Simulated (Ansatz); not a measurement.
Geometry optimisation, RKS B3LYP-D4/def2-SVP (Ansatz).

The input (input.yaml):

```yaml
crystal:
  periodic: [false, false, false]
  atoms:
    - { symbol: B, position_ang: [-0.9387, 0.2922, -0.8652] }
    - { symbol: Si, position_ang: [0.6218, 0.4052, 0.1973] }
    - { symbol: Se, position_ang: [1.2373, -1.7096, 0.7264] }
    - { symbol: H, position_ang: [-1.3982, -0.695, -1.1488] }
    - { symbol: H, position_ang: [-1.4823, 1.3299, -1.2788] }
    - { symbol: H, position_ang: [0.3598, 1.185, 1.4265] }
    - { symbol: H, position_ang: [1.722, 1.0684, -0.5625] }
    - { symbol: H, position_ang: [-0.0297, -1.9332, 1.4494] }
basis:
  gaussian: { orbitals: def2-SVP }
hamiltonian:
  xc: b3lyp
  dispersion: d4
relax:
  f_tol: 0.015
  max_steps: 40
```

Command:

```bash
$ ansatz run input.yaml --threads 1 --pin off --max-ram 2048MiB --backend cpu --events-out ev --progress --plain --runs-dir out
```

Where does it end, and by what steps?

It converged. After 26 steps the energy has fallen by 0.648 eV; H5 moved furthest, 1.59 Å. Joined: B1–Se3.

```csv
step,energy less start (eV),largest force component (eV/Å),accepted
0,0.0000,2.735,yes
1,-0.2600,0.954,yes
2,-0.1122,1.668,no
3,-0.3146,0.135,yes
4,-0.3198,0.054,yes
5,-0.3248,0.041,yes
6,-0.3264,0.118,yes
7,-0.3203,0.447,no
8,-0.3311,0.090,yes
9,-0.3373,0.058,yes
10,-0.3440,0.203,yes
11,-0.3484,0.322,yes
12,-0.3498,0.636,yes
13,-0.3682,0.494,yes
14,-0.4052,0.137,yes
15,-0.4309,0.285,yes
16,-0.4575,0.220,yes
17,-0.4872,0.376,yes
18,-0.5127,0.596,yes
19,-0.5677,0.642,yes
20,-0.6178,0.560,yes
21,-0.5959,0.577,no
22,-0.6199,0.437,yes
23,-0.6461,0.094,yes
24,-0.6461,0.166,yes
25,-0.6479,0.036,yes
26,-0.6480,0.009,yes
```

```xyz
8
Properties=species:S:1:pos:R:3
B -0.834 0.059 -0.790
Si 0.532 0.874 0.355
Se 0.699 -1.497 -0.136
H -1.901 -0.247 -0.325
H -0.674 0.156 -1.981
H 0.452 0.994 1.838
H 1.797 1.489 -0.133
H 0.022 -1.885 1.117
```

Time of the run: 2.6 min on 1 thread of Intel(R) Xeon(R) Platinum 8259CL CPU @ 2.50GHz (Skylake/Cascade Lake) (shared host), peak memory 0.21 GiB.
